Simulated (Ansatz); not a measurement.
Start from `[SH][GeH3]` and change one atom or group to get `[OH][GeH2][SH]`.

Ansatz, PBE0-D4/def2-TZVP geometries, multiplicity 1. Each molecule was computed in one conformer, which needn't be the lowest.

Scalar relativity is left out up to krypton.

```csv
property,`[SH][GeH3]`
size of the dipole moment (B3LYP/def2-TZVPP) / D,1.24
HOMO–LUMO gap (B3LYP/def2-TZVPP) / eV,6.80
size of the dipole moment (PBE/def2-TZVPP) / D,1.21
LUMO energy (ωB97M-V/def2-TZVPP) / eV,1.86
HOMO energy (PBE/def2-TZVPP) / eV,-6.08
HOMO–LUMO gap (PBE/def2-TZVPP) / eV,5.18
```

(1) What does the change do to each property? (Best estimate.)

Results:

(1) Ansatz gave: 
| property | `[OH][GeH2][SH]` | shift |
| --- | --- | --- |
| size of the dipole moment (B3LYP/def2-TZVPP) / D | 0.29 | -0.95 |
| HOMO–LUMO gap (B3LYP/def2-TZVPP) / eV | 7.21 | 0.41 |
| size of the dipole moment (PBE/def2-TZVPP) / D | 0.23 | -0.98 |
| LUMO energy (ωB97M-V/def2-TZVPP) / eV | 1.98 | 0.12 |
| HOMO energy (PBE/def2-TZVPP) / eV | -6.34 | -0.26 |
| HOMO–LUMO gap (PBE/def2-TZVPP) / eV | 5.54 | 0.36 |

With PBE0 the HOMO falls by 0.29 eV and the LUMO rises by 0.17 eV, so the gap widens by about 0.46 eV. PBE moves the HOMO by -0.26 eV and ωB97M-V by -0.31 eV. The zero-point energy changes by 17.7 kJ/mol with +3 modes. Dipoles are sizes alone; their direction can turn.

B3LYP here is the variant with VWN-RPA as its local correlation; programs differ in this.
